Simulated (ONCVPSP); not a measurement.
promethium: excitation energies, all-electron against ONCV

- Element: Pm (Z = 61)
- Generator: ONCVPSP 4.0.1
- Type: optimised norm-conserving Vanderbilt (ONCV)
- Functional: PBE
- Relativity: scalar-relativistic
- Frozen core: [Kr] 4d10 4f4
- Valence charge: 11
- Reference configuration: 5s2 5p6 5d1 6s2
- Partial waves: 5s+6s: rc 2.60 bohr, ncon 4, nbas 7, qcut 5.5 1/bohr, 2 projectors; 5p: rc 2.15 bohr, ncon 3, nbas 6, qcut 5.2 1/bohr, 2 projectors, debl 2 Ha; 5d: rc 2.85 bohr, ncon 4, nbas 9, qcut 6.6 1/bohr, 2 projectors, debl 0.4 Ha
- Local potential: polynomial inside 1.60 bohr (lpopt 2, dvloc0 1 Ha)
- Core correction: Teter function, fcfact 5.75, rcfact 1.65

Energies are relative to the spin-unpolarised reference configuration 5s2 5p6 5d1 6s2; without spin polarisation the order of configurations can differ from experiment.

```json
{"valence configuration": "5s2 5p6 5d1 6s1", "charge": "+1", "ΔE all-electron (eV)": "6.360", "error AE − PS (meV)": "-4.1"}
{"valence configuration": "5s2 5p6 5d1 6s0", "charge": "+2", "ΔE all-electron (eV)": "17.963", "error AE − PS (meV)": "-25"}
{"valence configuration": "5s2 5p6 5d1 6s0 6p2", "charge": "0", "ΔE all-electron (eV)": "5.434", "error AE − PS (meV)": "-14"}
```

Problem. What are ΔE and the potential's error for 5s2 5p6 5d0 6s0?

Solution. ΔE = 37.574 eV all-electron; the error (AE − PS) is -171 meV.
